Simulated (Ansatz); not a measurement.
Relaxation of ClFGeH4 (7 atoms, charge 0, multiplicity 1), to a largest force component of 0.03 eV/Å in at most 50 steps.

Method: RHF/def2-SVP in Ansatz 0.2.0.

```xyz
7
Properties=species:S:1:pos:R:3:forces:R:3
Ge 0.209 0.423 -0.419 -0.09 -0.22 -0.90
H 0.042 -0.172 2.281 -0.72 -1.46 0.05
Cl 2.000 -0.247 -1.400 0.00 -0.01 0.01
H -0.650 1.184 -1.414 -0.01 -0.02 0.00
H -0.450 -0.769 0.235 -0.04 -0.02 0.03
F 0.717 1.566 0.732 0.23 0.61 0.11
H 0.360 0.423 2.495 0.63 1.12 0.69
```

Problem. Where does it end, and by what steps?

Solution. The run converged. The force dipped under the threshold on the way, but the program's further checks kept it going. After 18 steps the energy has fallen by 0.312 eV; H2 moved furthest, 1.53 Å.

```
step  energy less start (eV)  largest force component (eV/Å)  accepted
   0                  0.0000                           1.458       yes
   1                 -0.1691                           0.333       yes
   2                 -0.2411                           0.277       yes
   3                 -0.2754                           0.238       yes
   4                 -0.2951                           0.116       yes
   5                 -0.3017                           0.260       yes
   6                 -0.3047                           0.105       yes
   7                 -0.3064                           0.035       yes
   8                 -0.3074                           0.177       yes
   9                 -0.3087                           0.085       yes
  10                 -0.3097                           0.011       yes
  11                 -0.3103                           0.140       yes
  12                 -0.3107                           0.070       yes
  13                 -0.3111                           0.004       yes
  14                 -0.3116                           0.039       yes
  15                 -0.3116                           0.107       yes
  16                 -0.3120                           0.065       yes
  17                 -0.3122                           0.008       yes
  18                 -0.3123                           0.017       yes
```

```xyz
7
Properties=species:S:1:pos:R:3
Ge 0.188 0.415 -0.897
H 0.197 0.000 3.793
Cl 2.078 -0.105 -1.768
H -0.500 1.452 -1.764
H -0.592 -0.853 -0.602
F 0.535 1.162 0.612
H 0.324 0.336 3.137
```

Whether the end is a true minimum wasn't checked by a vibrational analysis.

The run took 33 s on 1 thread of Arm Neoverse V1, with other jobs on the host, peak memory 0.16 GiB.
